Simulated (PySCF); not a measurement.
**Nitrogen: a sound run and one with changed settings**

Sound run: N²⁺ [He] 2s2 2p1, N³⁺ [He] 2s2. All numbers are calculated (PySCF 2.14, scalar relativity by spin-free X2C-1e, in cc-pVTZ-DK (4s3p2d1f, 30 functions)). In the sound run the correlated levels freeze 1s2. The sound run starts from symmetry-adapted Hartree-Fock orbitals and uses a fine grid where one is needed.

Changed run: a valence shell is frozen. This setting is unsound on purpose.

Ionisation energy of N²⁺:

```tsv
method	sound run (eV)	changed run (eV)
UHF	47.255	47.255
MP2	47.438	47.255
SCS-MP2	47.389	47.255
CCSD	47.198	47.255
CCSD(T)	47.226	47.255
CCSDT	n/a	47.255
FCI	n/a	47.255
```

Freezing a valence shell removes pair correlation that changes on ionisation.

For comparison, NIST gives 47.445 eV between the lowest levels.
